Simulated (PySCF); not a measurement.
Compound: C7H8O.
Atom-mapped SMILES: `[OH:1][C@H:2]1[C@H:3]2[CH:4]=[CH:5][C@@H:6]1[CH:7]=[CH:8]2` (hydrogens: H9 on O1; H10 on C2; H11 on C3; H12 on C4; H13 on C5; H14 on C6; H15 on C7; H16 on C8)

Geometry (PBE0-D3(BJ)/def2-SVP, Å), atoms numbered from 1 in this order:
```
atom  x, y, z in Å
O1    -0.321   -1.183    1.429
C2    -0.715   -0.390    0.375
C3    -0.252    1.109    0.395
C4     1.248    0.881    0.214
C5     1.394   -0.158   -0.620
C6    -0.006   -0.633   -1.005
C7    -0.691    0.482   -1.782
C8    -0.838    1.520   -0.948
H9     0.641   -1.096    1.495
H10   -1.808   -0.476    0.290
H11   -0.549    1.709    1.265
H12    2.032    1.500    0.651
H13    2.324   -0.571   -1.012
H14   -0.077   -1.643   -1.428
H15   -0.992    0.417   -2.828
H16   -1.285    2.492   -1.161
```

Linear response at PBE0/def2-SVPD (PySCF, frozen core in the response, non-relativistic).

Static isotropic polarisability: 76.94 au (11.40 Å³), principal values 70.0, 79.8, 81.0 au.

Problem. What is the polarisability at 1064 nm and at the sodium D line?

Solution. 77.57 au at 1064 nm (+0.8 %), 79.07 au at 589.3 nm (+2.8 %). The rise at 589.3 nm is 3.38 times that at 1064 nm; a pure ω² law gives 3.26. The lowest singlet lies at 243 nm, shorter than both wavelengths.

Problem. What is the isotropic C6 coefficient between two such molecules, C6 = (3/π)∫α(iω)² dω?

Solution. 2552 au (Eh·bohr⁶) by a ten-point quadrature over imaginary frequencies, which is 1520 eV·Å⁶ or 147 J·nm⁶/mol.

Problem. Which effective excitation energy ω̄ makes London's formula C6 = (3/4)α²ω̄ exact here?

Solution. ω̄ = 4·C6/(3α²) = 0.575 Eh = 15.6 eV. A one-pole form α(ω) = α/(1 − ω²/ω̄²) fitted to the 1064 nm value gives 12.9 eV.

Problem. How anisotropic is the static polarisability, by Δα² = ½[(α1 − α2)² + (α2 − α3)² + (α3 − α1)²]?

Solution. Δα = 10.4 au, or 0.14 of the isotropic value.

Problem. The lowest 6 singlets have (eV, f): 5.09, 0.000; 5.80, 0.015; 5.85, 0.027; 6.63, 0.034; 6.99, 0.052; 7.10, 0.074. What share of the static polarisability do they carry in the sum over states α = Σ f/ω²?

Solution. 3.34 au, 4.3 % of α; the largest term, 1.09 au, is that of the state at 7.10 eV. Their oscillator strengths add up to 0.20. Higher states carry the rest.

Problem. What molar refraction at the D line follows from R = (4π/3)·N_A·α′, with α′ the polarisability volume?

Solution. α′ = 11.72 Å³ gives R = 29.56 cm³/mol, for isolated, non-vibrating species.

Problem. What n − 1 at the D line would an ideal gas of it have at 273.15 K and 1 atm (2.6868 × 10¹⁹ cm⁻³), by n − 1 = 2π·N·α′?

Solution. 19.78 × 10⁻⁴, a formal value whether or not that pressure can be reached.

Problem. What three-body coefficient follows from the one-pole estimate C9 = (3/4)·α·C6?

Solution. 147000 au. This is an estimate from the two numbers above, not a computed integral.

One conformer stands for the species.
